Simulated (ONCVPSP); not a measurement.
rhenium (Re): one change to an ONCV potential, before and after

| Quantity | Value |
| --- | --- |
| Element | Re |
| Generator | ONCVPSP 4.0.1 |
| Type | optimised norm-conserving Vanderbilt (ONCV) |
| Functional | PBEsol |
| Relativity | scalar-relativistic |
| Frozen core | [Kr] 4d10 4f14 |
| Valence charge | 15 |
| Reference configuration | 5s2 5p6 5d5 6s1 (charge +1) |
| Partial waves | 5s+6s: rc 1.45 bohr, ncon 4, nbas 8, qcut 8.1 1/bohr, 2 projectors; 5p: rc 2.05 bohr, ncon 4, nbas 7, qcut 5.4 1/bohr, 2 projectors, debl 0.8 Ha; 5d: rc 1.80 bohr, ncon 4, nbas 9, qcut 6 1/bohr, 1 projector |
| Local potential | polynomial inside 1.10 bohr (lpopt 1, dvloc0 0 Ha) |
| Core correction | none |

In the p channel the program set the typed energies aside and used -2.016, 0.250 Ha.

Change: functional PBE. In the p channel the program set the typed energies aside and used -2.014, 0.250 Ha.

Cutoffs: the cutoffs (Ha) at which the residual kinetic energy of the hardest occupied pseudo-wave falls to 1 and 0.1 mHa per electron; they do not see the model core or the augmentation charge, which bear on the density cutoff. Errors are all-electron minus pseudo energies relative to the spin-unpolarised reference configuration.

How do hardness, ghosts and transferability respond?

The potential gets neither clearly harder nor softer (26 Ha and 30 Ha → 26 Ha and 30 Ha); of the 4 tests that both files solve, the error grows in 1 and shrinks in 3 by more than 15 % and 0.3 meV (median size 3.6 → 1.6 meV); neither file shows a bound ghost.

| quantity | base | changed |
| --- | --- | --- |
| cutoff, loose | 26 Ha | 26 Ha |
| cutoff, tight | 30 Ha | 30 Ha |
| loose cutoff by channel | s 26 Ha, p 12 Ha, d 15 Ha | s 26 Ha, p 12 Ha, d 15 Ha |
| bound ghosts | none | none |
| GHOST(+) flags under 300 eV | s at 219.3 eV | s at 220.5 eV |
| error for 5s2 5p6 5d5 6s2, meV [ΔE -9.29 → -9.25 eV] | +3.2 | +4.2 |
| error for 5s2 5p6 5d5 6s0, meV [ΔE 16.34 → 16.32 eV] | -4.1 | -2.2 |
| error for 5s2 5p6 5d4 6s0, meV [ΔE 43.50 → 43.45 eV] | -7.3 | -1.0 |
| error for 5s2 5p6 5d6 6s1, meV [ΔE -8.34 → -8.30 eV] | -0.9 | -0.5 |
| s: phases at 1.47 bohr within 0.05 rad from the reference energy up to (Ha; the scan ends near 5) | to the end of the scan | to the end of the scan |
| p: phases at 2.08 bohr within 0.05 rad from the reference energy up to (Ha; the scan ends near 5) | to the end of the scan | to the end of the scan |
| d: phases at 1.83 bohr within 0.05 rad from the reference energy up to (Ha; the scan ends near 5) | 2.4 | 2.4 |
